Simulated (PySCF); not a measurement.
## Removal energies of Ag¹⁹⁺ from EOM-IP-GCCSD

Reference: closed-shell Ag¹⁹⁺, [Ar] 3d10; one electron is removed. Calculated with PySCF 2.14, two-component X2C-1e with screened spin-orbit coupling, an uncontracted even-tempered set (19 s from 0.67 bohr⁻², ratio 2.6; 15 p from 0.87 bohr⁻², ratio 2.6; 10 d from 0.87 bohr⁻², ratio 2.6; 6 f from 0.89 bohr⁻², ratio 2.8); frozen [Ar]; the 100 highest virtual spinors dropped; of the others 70 kept and the rest restored at second order. No Breit or QED terms. Binding energies in eV.

| level | Koopmans | second order | EOM-CCSD |
| --- | --- | --- | --- |
| 3d3/2 | 895.84 | 894.66 | 894.88 |
| 3d5/2 | 889.14 | 888.05 | 888.25 |

For comparison, the ionisation energy of Ag¹⁹⁺ is 885 ± 4 eV (theoretical estimate listed by NIST; NIST Atomic Spectra Database, ionization energies).
